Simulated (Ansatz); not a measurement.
**GeCl2 (germanium dichloride): the highest harmonic wavenumber at each level's own minimum, rung by rung**

GeCl2, singlet, SMILES `Cl[Ge]Cl`. Each level relaxes the structure for itself.

Each level gives the highest harmonic wavenumber at each level's own minimum (cm⁻¹). The values are calculated.

```csv
level,kind,program,value (cm⁻¹)
PBE-D3(BJ)/def2-TZVP,GGA,Ansatz,390
r2SCAN/def2-TZVP,meta-GGA,Ansatz,406
B3LYP-D4/def2-TZVP,global hybrid,Ansatz,392
PBE0-D4/def2-TZVP,global hybrid,Ansatz,409
```

All-electron rows without a relativistic Hamiltonian named are non-relativistic. Harmonic and unscaled. The values span 390 to 409 cm⁻¹.
